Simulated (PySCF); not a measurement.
CH₃F₂MoNS, SMILES [S]=[Mo]([F])(=[N]C)[F], multiplicity 1.

Geometry: B3LYP-D3(BJ)/def2-SVP. The multiplicity is an assumed one; no other spin state was optimised. The structure was generated by enumeration; whether it is a known compound was not checked. The def2 effective core potentials stand for the cores of Mo; spin–orbit coupling is left out.

Two levels are set side by side: TDA-PBE/def2-SVPD (PySCF) and TDA-ωB97X/def2-SVPD (PySCF). Vertical, same geometry. The lowest singlet is HOMO→LUMO+1 97 % with PBE and HOMO→LUMO+1 95 % with the other functional; states are paired by order. Differences are taken from unrounded values.

| quantity | TDA-ωB97X |
|---|---|
| lowest singlet excitation (eV) | 3.17 |
| lowest triplet excitation (TDA) (eV) | 2.73 |

**Question.** What does TDA-PBE give, and how far is it from TDA-ωB97X? (An estimate is asked for; the answer gives what the named calculation found.)

**Answer.** 
```json
[
 {"quantity": "lowest singlet excitation (eV)", "TDA-PBE": "3.21", "TDA-PBE minus TDA-ωB97X": "0.04"},
 {"quantity": "lowest triplet excitation (TDA) (eV)", "TDA-PBE": "2.67", "TDA-PBE minus TDA-ωB97X": "-0.06"}
]
```

Rough cost on one machine, each run with all the roots and properties that it gave: TDA-ωB97X against TDA-PBE about 4 times.
